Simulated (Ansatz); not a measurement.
Consider the atomization: `[CH3][Ga-]([SH2+])([Cl])[Cl]` → C• + 2 Cl• + Ga• + 5 H• + S•.

Program: Ansatz. Geometries: PBE0-D4/def2-TZVP. ΔE: electronic, gas phase. CCSD(T)/CBS is the MP2 limit (def2-TZVPP, def2-QZVPP) plus CCSD(T) − MP2 in def2-TZVPP, frozen cores. This one scheme is used for every species, atoms too. For atomizations the MP2-based limit and the directly extrapolated one differ by several kJ/mol either way, and by 10 to 25 for some Ge, Se and Sn compounds, so smaller differences from it don't rank the levels. Functionals use def2-TZVPP. B3LYP here is the variant with VWN-RPA as its local correlation; programs differ in this. HSE06 is defined as in plane-wave codes. No spin–orbit coupling; open shells (•) take unrestricted orbitals. Spin–orbit coupling would lower the free atoms: a little for C, Cl, S; clearly for Ga. For Ga outer-core shells are correlated without core-valence functions, so the limit isn't a true one: a few kJ/mol of doubt a bond, and 10 to 20 or more in all where bonds break to atoms. Scalar relativity is left out up to krypton. Each species was taken in one conformer, which may not be the lowest.

Q: What is ΔE at CCSD(T)/CBS? (Estimate.)

A: Ansatz gave: +3130.5 kJ/mol.

Q: What do these levels give: B97M-V, r2SCAN0-D4, HSE06-D4, BHLYP-D4, B3LYP, r2SCAN0, BHLYP, LC-ωPBE, MP2/def2-TZVPP, CCSD/def2-TZVPP, HF/def2-QZVPP, HF/CBS(def2)? (Estimate.)

A: Computed: B97M-V 3144.7, r2SCAN0-D4 3107.0, HSE06-D4 3119.0, BHLYP-D4 3034.0, B3LYP 3034.5, r2SCAN0 3097.8, BHLYP 2990.1, LC-ωPBE 3078.8, MP2/def2-TZVPP 3105.7, CCSD/def2-TZVPP 3012.3, HF/def2-QZVPP 2319.8, HF/CBS(def2) 2319.9 kJ/mol.

Largest T1 diagnostic among the species: 0.013.

Leaving LDA and LC-ωPBE aside and taking each functional with its dispersion term where it has one, the values spread over 110.7 kJ/mol, from BHLYP-D4 to B97M-V. LDA lies +421.9 kJ/mol from PBE without D4, its usual overbinding. At CCSD(T), def2-SVP lies −189.9 kJ/mol from the extrapolated value and def2-TZVPP −70.7 kJ/mol: correlation converges slowly with the basis, and small sets miss more of it in the bonded molecule than in its fragments.
